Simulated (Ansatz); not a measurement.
Reaction (atomization): `CC1=CB(F)C1` → B• + 4 C• + F• + 6 H•

Gas-phase electronic energies from Ansatz, PBE0-D4/def2-TZVP geometries. CCSD(T)/CBS adds triple-zeta CCSD(T) − MP2 to the extrapolated MP2 energy (def2 sets, frozen cores). This one scheme is used for every species, atoms too. Functionals use def2-TZVPP. B3LYP here is the variant with VWN-RPA as its local correlation; programs differ in this. Open shells (•) are unrestricted, without spin–orbit coupling. Spin–orbit coupling would lower the free atoms: a little for B, C, F.

**Question.** What is ΔE at CCSD(T)/CBS? (Best estimate.)

**Answer.** Computed: +5234.0 kJ/mol.

**Question.** What do these levels give: PBE-D4, r2SCAN-D4, PBE0-D4, B3LYP-D4, ωB97X-V, r2SCAN, B3LYP, MP2/def2-TZVPP, SCS-MP2/def2-TZVPP, CCSD/def2-TZVPP, SCS-MP2/def2-QZVPP, HF/CBS(def2)? (Best estimate.)

**Answer.** Ansatz gave: PBE-D4 5409.5, r2SCAN-D4 5287.5, PBE0-D4 5320.2, B3LYP-D4 5253.8, ωB97X-V 5257.2, r2SCAN 5281.9, B3LYP 5218.1, MP2/def2-TZVPP 5248.0, SCS-MP2/def2-TZVPP 5184.8, CCSD/def2-TZVPP 5041.0, SCS-MP2/def2-QZVPP 5259.3, HF/CBS(def2) 3979.5 kJ/mol.

Largest T1 diagnostic among the species: 0.014.

In def2-TZVPP, CCSD(T) changes the Hartree–Fock value by +1146.4 kJ/mol (the triples alone add +79.4 kJ/mol) and MP2 by +1274.0 kJ/mol; breaking electron pairs costs correlation energy, which Hartree–Fock lacks. The D4 term adds +35.7 kJ/mol with B3LYP and +18.7 kJ/mol with PBE0; it sums over pairs of atoms, weighted by their polarisabilities, and B3LYP, whose exchange is more repulsive, gets the larger term.

For atomizations the MP2-based limit and the directly extrapolated one differ by several kJ/mol either way, and by 10 to 25 for some Ge, Se and Sn compounds, so smaller differences from it don't rank the levels.
